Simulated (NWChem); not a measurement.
System: C$_{2}$H$_{6}$O$_{2}$Si; SMILES OC[SiH2]C=O

```xyz
11

O     -0.9481     2.1604     0.0870
C      0.2278     1.8735    -0.0548
Si     0.8129     0.0292     0.0001
C     -0.6891    -1.1277    -0.1787
O     -0.3227    -2.4965     0.0482
H      0.9745     2.6926    -0.2098
H      1.8342    -0.2046    -1.0565
H      1.4625    -0.1932     1.3252
H     -1.5175    -0.8057     0.4698
H     -1.0700    -1.0849    -1.2044
H     -0.1314    -2.5986     0.9932
```
Atoms are numbered in this order, from 1.

All runs: NWChem. Structure relaxed at the B3LYP/6-31G* (spherical d) level. Hybrids' shares of exact exchange are those that their runs print; pure functionals count as 0. The functionals differ in more than this share.

```
row              share of exact exchange  orbital gap (eV)
---------------  -----------------------  ----------------
PBE/def2-TZVP                       0.00              2.67
TPSSh/def2-TZVP                     0.10              4.01
B3LYP/def2-TZVP                     0.20              4.84
PBE0/def2-TZVP                      0.25          withheld
```

### Question
Fit a straight line of the last column on the one before it, predict the withheld value, and compare with the run.

### Answer

1. Means of the 3 shown rows: x = 0.100, y = 3.840. Slope Σ(x − x̄)(y − ȳ)/Σ(x − x̄)² = 0.2170/0.02000 = 10.85; intercept 2.755.
2. The shown rows scatter about the line by 0.120 (root mean square); the largest residual is +0.17, at TPSSh/def2-TZVP.
3. At x = 0.25 (PBE0/def2-TZVP; beyond the shown range) the line gives 5.47.
4. The run gives 5.30, -0.17 from the line, 1.4 times the scatter.
